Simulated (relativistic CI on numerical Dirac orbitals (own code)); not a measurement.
# Tc2+: M2,3 absorption edge

Computed with this model: Dirac-Coulomb-Breit CI, separate exchange-only KLI orbitals for each configuration, model QED (radiative potential, 1s self-energy scaled to tabulated hydrogen-like ionisation energies), valence Slater integrals scaled by 0.8, multiplet model of core-to-valence dipole absorption; configurations [Kr] 4d5 → [Ne] 3s2 3p5 3d10 4s2 4p6 4d6; 10 K; Lorentzian 1.2 eV and Gaussian 0.4 eV FWHM. Energies are those of the free ion, without screening or charge transfer. The branching ratio is the share of the lower-energy edge in the whole absorption, uncertain by about 0.02 where the edges overlap. S is read from ⟨S²⟩ = S(S + 1).

Field parameters in Wybourne normalisation: Oh B⁴₀ = 21Dq, B⁴₄ = √(5/14) B⁴₀. The field is a parameter set, without covalency.

free ion: ground-state S = 2.49, centroid 436.46 eV, branching ratio 0.756. Peaks (eV, height): 431.5 (100), 451.8 (34).

Oh, 10Dq = 4700 cm⁻¹: ground-state S = 2.49, centroid 436.44 eV, branching ratio 0.756. Peaks (eV, height): 431.5 (100), 451.8 (33).

Oh, 10Dq = 10650 cm⁻¹: ground-state S = 2.49, centroid 436.33 eV, branching ratio 0.762. Peaks (eV, height): 431.0 (100), 451.2 (32), 452.5 (27).

Oh, 10Dq = 16550 cm⁻¹: ground-state S = 0.79, centroid 434.15 eV, branching ratio 0.849. Peaks (eV, height): 431.0 (100), 451.2 (21).

Oh, 10Dq = 22500 cm⁻¹: ground-state S = 0.52, centroid 435.06 eV, branching ratio 0.816. Peaks (eV, height): 429.5 (50), 431.5 (100), 451.8 (30).

Oh, 10Dq = 28400 cm⁻¹: ground-state S = 0.51, centroid 435.56 eV, branching ratio 0.806. Peaks (eV, height): 429.2 (48), 432.0 (100), 452.2 (33).

The statistical ratio of this edge is 2/3 = 0.667. Values above it arise where the holes sit mainly in the j = l + 1/2 valence subshell or the ground state has high spin; values below it where core-valence Coulomb terms move weight to the upper edge, as in nearly empty shells.

Strongest unbroadened transitions for Oh, 10Dq = 28400 cm⁻¹:

```csv
Energy (eV),Relative strength
429.17,100.0
431.47,7.1
431.87,31.9
431.88,81.1
431.93,6.9
432.03,26.6
432.11,33.0
432.40,9.8
432.45,19.8
432.75,11.1
432.88,10.4
433.46,23.3
451.81,5.9
451.89,18.0
451.99,19.0
452.44,24.9
452.56,8.1
453.75,6.0
```
